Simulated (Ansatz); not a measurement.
Ansatz (a quantum-chemistry and plane-wave program) input (B3LYP-D3(BJ)/def2-TZVP):

Ansatz 0.2 input:
```yaml
crystal:
  periodic: [false, false, false]
  atoms:
    - {symbol: C, position_ang: [-1.95620533, -1.87483417, 0.52728457]}
    - {symbol: C, position_ang: [-1.00164566, -0.81181111, 0.90803808]}
    - {symbol: C, position_ang: [-0.49349175, 0.17942264, -0.06958263]}
    - {symbol: C, position_ang: [0.07601101, 1.40743124, 0.65338271]}
    - {symbol: C, position_ang: [0.50502522, 2.52803064, -0.28624610]}
    - {symbol: C, position_ang: [0.52071527, -0.47511568, -1.04742537]}
    - {symbol: C, position_ang: [1.78555744, -0.98335082, -0.36888438]}
    - {symbol: H, position_ang: [-2.72088695, -2.00736123, 1.29660619]}
    - {symbol: H, position_ang: [-1.45788591, -2.84696825, 0.41800251]}
    - {symbol: H, position_ang: [-2.44447429, -1.64215536, -0.41758668]}
    - {symbol: H, position_ang: [-0.57381506, -0.84108501, 1.89576097]}
    - {symbol: H, position_ang: [-1.33250539, 0.51248137, -0.69926790]}
    - {symbol: H, position_ang: [-0.70037613, 1.78746985, 1.32203097]}
    - {symbol: H, position_ang: [0.92035909, 1.10649142, 1.27508085]}
    - {symbol: H, position_ang: [1.36397516, 2.23536178, -0.88446532]}
    - {symbol: H, position_ang: [-0.30835389, 2.79591632, -0.95782078]}
    - {symbol: H, position_ang: [0.77956725, 3.41167946, 0.28611955]}
    - {symbol: H, position_ang: [0.01644474, -1.31392229, -1.53195818]}
    - {symbol: H, position_ang: [0.78301893, 0.24379974, -1.82512786]}
    - {symbol: H, position_ang: [2.37010054, -0.16342052, 0.03998744]}
    - {symbol: H, position_ang: [1.53357833, -1.66615571, 0.43913112]}
    - {symbol: H, position_ang: [2.40674291, -1.51437454, -1.08761467]}
basis:
  gaussian:
    orbitals: def2-TZVP
hamiltonian:
  xc: b3lyp
  dispersion: d3bj
magnetization: {spin_polarized: true, initial_magnetization: 1}
relax: {f_tol: 0.002, max_steps: 150}
```

End of the output:

```
Atom 8 at    -1.250804    -2.773906     0.194502 Å, force    -0.000305     0.000321     0.000160 eV/Å
Atom 9 at    -2.533061    -1.697425    -0.333685 Å, force     0.000195    -0.000070     0.000266 eV/Å
Atom 10 at    -0.785311    -0.671197     1.974904 Å, force    -0.000045     0.000188    -0.000099 eV/Å
Atom 11 at    -1.357903     0.561508    -0.686723 Å, force    -0.000165    -0.000016     0.000101 eV/Å
Atom 12 at    -0.710614     1.863197     1.293084 Å, force     0.000070     0.000015    -0.000088 eV/Å
Atom 13 at     0.870670     1.124269     1.315047 Å, force    -0.000034     0.000005     0.000016 eV/Å
Atom 14 at     1.433830     2.188286    -0.880677 Å, force    -0.000042     0.000030     0.000083 eV/Å
Atom 15 at    -0.199702     2.839645    -0.996571 Å, force     0.000034    -0.000032     0.000028 eV/Å
Atom 16 at     0.893844     3.410754     0.263624 Å, force     0.000085     0.000095    -0.000076 eV/Å
Atom 17 at    -0.055288    -1.301728    -1.517971 Å, force    -0.000005     0.000037    -0.000088 eV/Å
Atom 18 at     0.725781     0.226969    -1.825437 Å, force    -0.000138    -0.000077     0.000122 eV/Å
Atom 19 at     2.335906    -0.192254     0.056554 Å, force    -0.000000     0.000034    -0.000089 eV/Å
Atom 20 at     1.503429    -1.696730     0.439209 Å, force    -0.000051     0.000064    -0.000010 eV/Å
Atom 21 at     2.363393    -1.525110    -1.092399 Å, force     0.000064    -0.000051     0.000107 eV/Å
Dipole moment:    -0.001029    -0.022789    -0.025345 e Å
```

It need not be the lowest isomer of its formula.
